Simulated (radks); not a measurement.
The numbers below are computed, except where a source is named.
All-electron atom: the tin ion Sn47+ in [He] 2s1 (the NIST ground configuration). Level of theory: Dirac Kohn-Sham, BLYP, spin-unpolarised, spherical densities, finite nucleus; Fermi nuclear charge, rms radius 4.6519 fm (a radial shooting solver on a logarithmic mesh with Libxc functionals).

Radial electron density D(r) = 4 pi r^2 rho(r):

r (bohr)  D(r) (e/bohr)
0.001463          2.866
0.001611          3.377
0.001773          3.973
0.001952          4.666
0.002148          5.470
0.002365          6.400
0.002603          7.472
0.002865          8.703
0.003129          9.985
0.003444          11.57
0.003791          13.36
0.004173          15.37
0.004593          17.62
0.005056          20.11
0.005566          22.84
0.006127          25.82
0.00669           28.74
0.007364          32.11
0.008106          35.62
0.008923          39.23
0.009822          42.84
0.01081           46.36
0.0119            49.66
0.0131            52.60
0.01431           54.85
0.01575           56.67
0.01733           57.69
0.01908           57.77
0.021             56.82
0.02312           54.77
0.02545           51.66
0.02801           47.58
0.03059           43.14
0.03367           37.76
0.03706           32.15
0.0408            26.63
0.04491           21.57
0.04943           17.26
0.05441           13.91
0.0599            11.59
0.06541           10.34
0.072             9.747
0.07925           9.700
0.08724           9.875
0.09603           9.963
0.1057            9.731
0.1164            9.059
0.1281            7.959
0.1399            6.675
0.154             5.147
0.1695            3.675
0.1865            2.415
0.2053            1.450
0.226            0.7895
0.2488           0.3866
0.2739           0.1687
0.2991          0.07068
0.3292          0.02408
0.3624         0.007109
0.3989         0.001790

D(r) has 2 maxima, at r = 0.0183, 0.0945 bohr, and minima at 0.0761 bohr, inside which lie 2.14 electrons.
